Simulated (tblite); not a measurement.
Input of a run (GFN2-xTB geometry optimisation, gas phase (tblite 0.8.0)), started from a force field or distance geometry:
```
{"job": {"kind": "relax", "xc": "GFN2-xTB", "basis": "xTB"}, "charge": 0, "multiplicity": 2}
N      2.850500     0.593100    -0.544700
C      2.165300    -0.409500     0.182300
O      2.803100    -1.082900     1.090600
Si     0.418200    -0.730800    -0.171300
C     -0.511500     0.727500    -0.849300
C     -1.937100     0.171100    -0.694000
Si    -1.888100    -0.169000     1.137200
O     -0.479500    -1.161600     1.260000
H      2.507500     1.590500    -0.504800
H      3.676800     0.394400    -1.134900
H      0.218800    -1.831200    -1.147100
H     -0.460300     1.551000    -0.101500
H     -2.696500     0.882500    -0.986000
H     -1.928700    -0.798500    -1.217900
H     -1.647500     1.113300     1.824300
H     -3.098800    -0.831100     1.648300
```

Output (eV, eV/Å):
```
step      E/eV     max force
  0    -678.45513    6.375
  1    -679.04105    5.552
  2    -679.33157    1.123
  3    -679.44836    0.975
  4    -679.63253    1.048
  5    -679.73423    0.937
  6    -679.89150    1.022
  7    -679.99684    1.178
  8    -680.11436    1.344
  9    -680.24099    1.097
 10    -680.32493    0.603
 11    -680.38219    0.611
 12    -680.41843    0.615
 13    -680.44622    0.640
 14    -680.47998    0.683
 15    -680.52738    0.494
 16    -680.55815    0.496
 17    -680.58966    0.573
 18    -680.61599    0.426
 19    -680.64073    0.461
 20    -680.65808    0.349
 21    -680.66948    0.515
 22    -680.68260    0.343
 23    -680.70526    0.461
 24    -680.72027    0.543
 25    -680.74036    0.447
 26    -680.75335    0.307
 27    -680.76134    0.272
 28    -680.76630    0.220
 29    -680.77168    0.181
 30    -680.77713    0.443
 31    -680.78275    0.230
 32    -680.78935    0.209
 33    -680.79296    0.178
 34    -680.79927    0.223
 35    -680.80473    0.209
 36    -680.80932    0.144
 37    -680.81243    0.137
 38    -680.81524    0.142
 39    -680.81799    0.183
 40    -680.82164    0.135
 41    -680.82661    0.187
 42    -680.83039    0.144
 43    -680.83301    0.121
 44    -680.83544    0.130
 45    -680.83825    0.136
 46    -680.84184    0.142
 47    -680.84463    0.130
 48    -680.84629    0.094
 49    -680.84738    0.078
 50    -680.84891    0.105
 51    -680.85084    0.147
 52    -680.85304    0.137
 53    -680.85531    0.114
 54    -680.85737    0.092
 55    -680.85877    0.075
 56    -680.85930    0.130
 57    -680.86021    0.076
 58    -680.86101    0.069
 59    -680.86281    0.094
 60    -680.86391    0.097
 61    -680.86512    0.092
 62    -680.86597    0.091
 63    -680.86686    0.063
 64    -680.86742    0.062
 65    -680.86797    0.067
 66    -680.86855    0.071
 67    -680.86930    0.069
 68    -680.87007    0.070
 69    -680.87069    0.060
 70    -680.87109    0.067
 71    -680.87155    0.079
 72    -680.87208    0.057
 73    -680.87263    0.057
 74    -680.87299    0.043
 75    -680.87333    0.053
 76    -680.87384    0.073
 77    -680.87461    0.081
 78    -680.87549    0.068
 79    -680.87619    0.060
 80    -680.87668    0.055
 81    -680.87710    0.065
 82    -680.87758    0.068
 83    -680.87821    0.063
 84    -680.87862    0.045
 85    -680.87887    0.033
 86    -680.87906    0.040
 87    -680.87926    0.043
 88    -680.87952    0.046
 89    -680.87986    0.049
 90    -680.88023    0.041
 91    -680.88064    0.039
 92    -680.88107    0.049
 93    -680.88152    0.046
 94    -680.88192    0.042
 95    -680.88223    0.036
 96    -680.88257    0.045
 97    -680.88307    0.078
 98    -680.88371    0.068
 99    -680.88429    0.068
100    -680.88478    0.084
101    -680.88525    0.066
102    -680.88578    0.065
103    -680.88660    0.122
104    -680.88729    0.074
105    -680.88791    0.130
106    -680.88854    0.086
107    -680.88944    0.079
108    -680.89106    0.164
109    -680.89296    0.154
110    -680.89395    0.171
111    -680.88555    0.810
112    -680.89516    0.553
113    -680.89251    0.533
114    -680.89759    0.103
115    -680.89878    0.286
116    -680.90054    0.360
117    -680.90350    0.248
118    -680.90786    0.220
119    -680.91218    0.243
120    -680.91431    0.339
121    -680.91655    0.303
122    -680.91905    0.179
123    -680.92246    0.182
124    -680.92639    0.156
125    -680.92871    0.186
126    -680.93080    0.107
127    -680.93217    0.460
128    -680.93571    0.108
129    -680.93819    0.120
130    -680.94207    0.266
131    -680.94447    0.128
132    -680.94843    0.168
133    -680.95255    0.123
134    -680.95477    0.343
135    -680.95792    0.155
136    -680.96057    0.208
137    -680.96081    0.618
138    -680.96487    0.243
139    -680.96720    0.122
140    -680.96920    0.145
141    -680.97147    0.372
142    -680.97399    0.247
143    -680.97624    0.258
144    -680.97910    0.163
145    -680.98226    0.194
146    -680.98666    0.360
147    -680.98889    0.134
148    -680.99141    0.159
149    -680.99349    0.221
150    -680.99511    0.151
151    -680.99779    0.098
152    -680.99958    0.165
153    -681.00211    0.164
154    -681.00443    0.167
155    -681.00795    0.216
156    -681.01205    0.156
157    -681.01385    0.229
158    -681.01560    0.121
159    -681.01538    0.416
160    -681.01823    0.109
161    -681.01889    0.150
162    -681.01987    0.161
163    -681.02036    0.136
164    -681.02093    0.073
165    -681.02158    0.070
166    -681.02272    0.076
167    -681.02417    0.146
168    -681.02575    0.165
169    -681.02789    0.182
170    -681.02883    0.368
171    -681.03202    0.098
172    -681.03375    0.072
173    -681.03545    0.141
174    -681.03597    0.080
175    -681.03705    0.063
176    -681.03831    0.072
177    -681.03946    0.083
178    -681.04016    0.082
179    -681.04009    0.259
180    -681.04116    0.045
181    -681.04146    0.029
182    -681.04170    0.025
183    -681.04183    0.023
184    -681.04193    0.032
185    -681.04203    0.027
186    -681.04211    0.026
187    -681.04218    0.024
188    -681.04224    0.019
189    -681.04228    0.016
190    -681.04230    0.013
191    -681.04233    0.011
192    -681.04236    0.011
193    -681.04239    0.014
194    -681.04241    0.012
195    -681.04242    0.015
196    -681.04243    0.012
197    -681.04246    0.011
198    -681.04250    0.017
199    -681.04256    0.024
200    -681.04264    0.024
201    -681.04270    0.016
202    -681.04273    0.017
203    -681.04275    0.017
204    -681.04277    0.017
205    -681.04279    0.013
206    -681.04282    0.014
207    -681.04284    0.016
208    -681.04286    0.017
209    -681.04287    0.017
210    -681.04289    0.017
211    -681.04290    0.016
212    -681.04292    0.016
213    -681.04293    0.017
214    -681.04295    0.016
215    -681.04297    0.016
216    -681.04298    0.015
217    -681.04301    0.014
218    -681.04305    0.020
219    -681.04312    0.022
220    -681.04318    0.017
221    -681.04321    0.010
222    -681.04322    0.010
```

Problem. Summarise the run.

Solution. The energy falls by 249.7 kJ/mol over 222 L-BFGS steps, the largest force on an atom goes from 6.38 to 0.010 eV/Å, and the atoms move by 1.335 Å rms after alignment. The bond that changes most is C2–Si4 (ends: carbon bonded to N, O and Si; silicon bonded to 2 C, O and H), which lengthens by 0.111 Å. Bonds longer at the end by more than 0.005 Å: 3 of 16; shorter: 13. Among the angles that change most is Si4–C5–H12, from 108.2° to 127.1°. Among the dihedrals that turn most is O3–C2–Si4–H11, from -86° to 56°. The energy rose by more than 1e-5 eV at steps 111, 113, 159 and 179. The first step brought 23 % of the lowering.

Problem. What are the final bond lengths?

Solution. N1–C2 1.347 Å, C2=O3 1.215 Å, C2–Si4 1.922 Å, Si4–C5 1.836 Å, C5–C6 1.486 Å, C6–Si7 1.916 Å, Si7–O8 1.628 Å, Si4–O8 1.662 Å, N1–H9 1.004 Å, N1–H10 1.009 Å, Si4–H11 1.461 Å, C5–H12 1.079 Å, C6–H13 1.094 Å, C6–H14 1.096 Å, Si7–H15 1.461 Å, Si7–H16 1.457 Å. Numbering counts from 1 in the input's order; the species is `NC(=O)[Si@@H]1[CH]C[SiH2]O1` [radical].

Its GFN2-xTB frequencies are all real (lowest 42 cm⁻¹).

One conformer stands for the species.

All values are computed, not measured.
